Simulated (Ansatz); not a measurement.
Cost and result for the atomization energy of BrFHOSn (`[OH][Sn]([F])[Br]`) radical (5 atoms, 4 bonds).

Total charge 0; spin multiplicity 2. Correlated methods include outer-core shells of Br, Sn, which these sets cover unevenly. Scalar relativity is left out up to krypton. Sn: def2 effective core potential. All single points use the PBE0-D4/def2-TZVP geometry. It is a higher conformer; a search finds a lower one. Program: Ansatz. All runs use 4 threads of a server CPU on a shared host. Times are those of one run each, without the atoms' runs, and a repeat can differ threefold. Electronic energies, without spin–orbit coupling; frozen cores. CCSD(T)/CBS adds CCSD(T) − MP2 in def2-TZVPP to the MP2 limit, and its time is that of the two runs behind it. T1 = 0.016; ⟨S²⟩ of the reference is 0.76. With those shells the extrapolation isn't a true limit. B3LYP takes the VWN-RPA correlation (the form of Gaussian; ORCA's B3LYP/G).

CCSD(T)/CBS is a level of theory with its own doubt, some kJ/mol a heavy atom from the limit and from the frozen cores, so smaller differences don't rank the functionals.

| level | functions | wall time |
| --- | --- | --- |
| LDA (SPW92)/def2-TZVPP | 174 | 2.7 s |
| revPBE-D4/def2-TZVPP | 174 | 3.9 s |
| BLYP-D4/def2-TZVPP | 174 | 4.9 s |
| B3LYP-D4/def2-TZVPP (with forces) | 174 | 7.5 s |
| BHLYP-D4/def2-TZVPP | 174 | 7.5 s |
| B2PLYP/def2-TZVPP | 174 | 12 s |
| B97M-V/def2-TZVPP | 174 | 16 s |
| ωB97X-V/def2-TZVPP | 174 | 17 s |
| ωB97M-V/def2-TZVPP (with forces) | 174 | 25 s |
| CCSD(T)/def2-SVP | 91 | 30 s |
| MP2/def2-QZVPP | 315 | 44 s |
| CCSD(T)/def2-TZVPP | 174 | 9.9 min |
| CCSD(T)/CBS(def2) | – | 11 min |

(1) What atomization energy does each give, and how far from CCSD(T)/CBS? (Estimate.)

## Answers

(1) Computed: 
```csv
level,atomization (kJ/mol),difference from CCSD(T)/CBS,per bond
LDA (SPW92)/def2-TZVPP,1795.3,285.4,71.4
revPBE-D4/def2-TZVPP,1484.6,-25.3,-6.3
BLYP-D4/def2-TZVPP,1509.6,-0.3,-0.1
B3LYP-D4/def2-TZVPP (with forces),1471.0,-38.9,-9.7
BHLYP-D4/def2-TZVPP,1374.8,-135.1,-33.8
B2PLYP/def2-TZVPP,1458.2,-51.7,-12.9
B97M-V/def2-TZVPP,1505.4,-4.5,-1.1
ωB97X-V/def2-TZVPP,1490.1,-19.8,-4.9
ωB97M-V/def2-TZVPP (with forces),1474.6,-35.3,-8.8
CCSD(T)/def2-SVP,1313.0,-196.9,-49.2
MP2/def2-QZVPP,1540.8,30.9,7.7
CCSD(T)/def2-TZVPP,1428.8,-81.1,-20.3
CCSD(T)/CBS(def2),1509.9,0.0,0.0
```

From PBE to PBE0 (25 % exact exchange), in def2-TZVPP and without D4, the atomization energy moves by −80.3 kJ/mol: exact exchange takes away binding that semilocal exchange gives to molecules. Leaving LDA and LC-ωPBE aside and taking each functional with its dispersion term where it has one, the values, not all of them listed here, spread over 173.8 kJ/mol, from BHLYP-D4 to PBE-D4. LDA lies +258.7 kJ/mol from PBE without D4, its usual overbinding. In def2-TZVPP, CCSD(T) changes the Hartree–Fock value by +500.8 kJ/mol (the triples alone add +43.6 kJ/mol) and MP2 by +562.7 kJ/mol; breaking electron pairs costs correlation energy, which Hartree–Fock lacks.

Spin–orbit coupling would lower the free Sn atoms strongly, and the atomization energy with them, by more than many differences here. For some Ge, Se and Sn compounds the MP2-based and the directly extrapolated limit differ by 10 to 25 kJ/mol.
